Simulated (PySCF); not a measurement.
## Excitation energy of Si²⁺ by level of theory

Si²⁺ [Ne] 3s2 (1S) → Si²⁺ [Ne] 3d2 (3F), as a difference of total energies. All numbers are calculated (PySCF 2.14, the spin-free X2C one-electron Hamiltonian (Gaussian nucleus), in x2c-TZVPPall with one added diffuse shell each of s, p, d type (6s6p4d1f, 51 functions)). Correlated levels: valence: [Ne] frozen. The calculations carry no spin-orbit coupling.

```
           method  excitation energy (eV)
              UHF                  35.416
    MP2 (valence)                  36.115
SCS-MP2 (valence)                  36.395
   CCSD (valence)                  36.314
```

**Question.** How much does correlation contribute at MP2 (valence)?

**Answer.** 36.115 − (35.416) = 0.699 eV, measured against UHF.

The upper state lies above the first ionisation limit, where it may autoionise and the basis confines it.

The promoted electron is Rydberg-like, and one or two diffuse shells describe it only roughly, which tends to raise the upper state.

With two correlated electrons CCSD is exact in that space.
